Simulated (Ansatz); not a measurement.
FH₃O₃SW, SMILES `[OH][W]([OH])([OH])([F])=[S]`, relaxed with RKS PBE-D4/def2-SVP in Ansatz 0.2.0 from a rough embedded geometry. The force threshold is 0.03 eV/Å; the program also tests the step.

Charge 0, multiplicity 1. W: def2 effective core potential.

Start:

```xyz
9

O    -0.806   -1.449    0.567
W     0.330    0.489   -0.245
O    -1.672    1.360   -0.932
O     1.257   -1.455   -0.946
F     1.835    0.828    1.353
S    -0.225    2.344    0.985
H    -1.161   -1.327    1.495
H    -1.721    0.724   -1.643
H     2.164   -1.514   -0.634
```

By how much does the energy fall, and how many steps does the optimiser take? (An estimate is asked.)

Computed: 837.19 kJ/mol, in 28 steps, 3 of them rejected.

Which bonds change most? (Estimate.)

The calculation gave: O1–W2 from 2.389 to 1.916 Å; W2–O3 from 2.289 to 1.884 Å; W2–O4 from 2.265 to 1.917 Å; W2–F5 from 2.222 to 1.924 Å.

Give the relaxed structure. (An estimate is asked.)

Computed: 
```xyz
9

O    -1.272   -0.697    1.124
W     0.007    0.303    0.106
O    -1.249    0.525   -1.280
O     1.399    0.035   -1.185
F     1.232   -0.696    1.203
S     0.176    2.278    0.928
H    -0.942   -1.230    1.874
H    -1.585   -0.155   -1.894
H     2.235   -0.363   -0.875
```
